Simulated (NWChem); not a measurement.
Molecule: C3H8BF; SMILES B(C)(CC)F

Program: NWChem. Each level has its own optimisation. Brackets give each atom's bonded neighbours. One conformer.

```tsv
level	r B–F (Å)	r B–C [B(CCF)–C(BHHH)] (Å)	r B–C [B(CCF)–C(BCHH)] (Å)	r C–C (Å)	dipole (D)
Hartree-Fock/STO-3G	1.300	1.589	1.592	1.543	0.43
Hartree-Fock/3-21G	1.362	1.574	1.575	1.546	1.55
PBE-D3(BJ)/def2-SVP	1.350	1.574	1.576	1.531	1.19
```
